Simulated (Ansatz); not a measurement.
SiH₃I⁺, that is SiIH3 with one electron fewer. The state is a doublet with charge 1. Geometry r2SCAN-D4/def2-TZVP; atoms count from 1.

| atom | x (Å) | y (Å) | z (Å) |
| --- | --- | --- | --- |
| Si1 | 0.255 | 0.137 | -0.184 |
| I2 | -1.488 | -1.038 | 1.267 |
| H3 | -0.695 | 1.147 | -0.717 |
| H4 | 0.683 | -0.894 | -1.144 |
| H5 | 1.245 | 0.648 | 0.778 |

In the def2 sets I takes a core potential; there is no spin–orbit coupling.

Q: Estimate the Mulliken populations from the PBE0/def2-TZVP orbitals of Ansatz.

A: 
```csv
atom,charge (e),spin (α − β)
Si1,0.17,-0.04
I2,0.52,0.98
H3,0.11,0.05
H4,0.10,0.01
H5,0.10,0.01
```
Mulliken values and Mayer orders depend strongly on the basis.

Q: Where does the spin sit?

A: Summed by element: Si -0.04, I 0.98, H 0.06, of 1 unpaired in all. Largest on single atoms: I2 0.98, H3 0.05, Si1 -0.04.

Q: And the Mayer bond orders between bonded heavy atoms (over 0.3)?

A: Si1–I2 0.91 (2.55 Å).
